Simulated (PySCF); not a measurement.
Excitations are Tamm–Dancoff values on a coarser integration grid. The basis has no diffuse functions, so Rydberg states are missing or too high.

Cartesian coordinates (Å):
```xyz
8

O      1.4778    -0.5708     0.1591
Si    -0.0397     0.0020     0.0967
O     -0.0369     1.5094    -0.5053
O     -0.9565    -0.9625    -0.8329
F     -0.6477     0.0320     1.5768
H      1.6314    -1.4524     0.5069
H      0.4573     2.1946    -0.0493
H     -1.8856    -0.7522    -0.9520
```
Charge 0, multiplicity 1.

Problem. Estimate the HOMO, S1–T1 gap (TDA), T1 excitation (TDA), LUMO and S1 oscillator strength that TPSSh-D3(BJ)/def2-TZVP // B3LYP-D3(BJ)/def2-TZVP (PySCF) returns for this input.

Solution. 
The HOMO is -8.73 eV. The S1–T1 gap (TDA) is 0.31 eV and the T1 excitation (TDA) comes out as 7.93 eV. The LUMO is 0.05 eV and the S1 oscillator strength is 0.009.
